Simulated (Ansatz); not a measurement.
Redistribution: Si(CH3)3Cl + C3H10Si → SiH(CH3)3 + C3H9ClSi

Species: Si(CH3)3Cl (chlorotrimethylsilane), singlet; C3H10Si `CC(C)[SiH3]`, singlet; SiH(CH3)3 (trimethylsilane), singlet; C3H9ClSi `CC(C)[SiH2]Cl`, singlet. The partners trade Cl for H; both sit on Si, so the bond types are kept.

Shapes, held fixed at every level: PBE0-D4/def2-TZVP. Flexible molecules stand in one conformer, not always the lowest. Programs: Ansatz 0.2.0. The zero-point and thermal change to 298 K, harmonic and unscaled (PBE0-D4/def2-TZVP), is +1.1 kJ/mol.

| level | kind | ΔH(298 K) (kJ/mol) | less CCSD(T)/CBS estimate | CPU time (sum over the molecules) |
| --- | --- | --- | --- | --- |
| B3LYP-D4/def2-TZVPP | global hybrid | +14.8 | +0.7 | 2 min |
| PBE0-D4/def2-TZVPP | global hybrid | +14.7 | +0.6 | 72 s |
| wB97X-V/def2-TZVPP | range-separated hybrid | +14.5 | +0.4 | 2.9 min |
| CCSD(T)/def2-SVP | coupled cluster or CI | +14.5 | +0.4 | 1.9 min |
| CCSD/def2-SVP | coupled cluster or CI | +14.2 | +0.1 | – |
| CCSD/def2-TZVPP | coupled cluster or CI | +14.1 | 0.0 | – |
| CCSD(T)/CBS estimate | coupled cluster or CI | +14.1 | 0.0 | 2.1 h |

The highest level, CCSD(T)/CBS estimate, gives ΔH(298 K) = +14.1 kJ/mol; the levels span +14.1 to +14.8. The column of differences is taken from that level and isn't an error. No measured value is set beside it here. The CBS estimate extrapolates MP2 from def2-TZVPP and def2-QZVPP and adds CCSD(T) − MP2 in the triple-zeta set, cores frozen. Times are processor times on shared x86 and Arm servers, and rough.
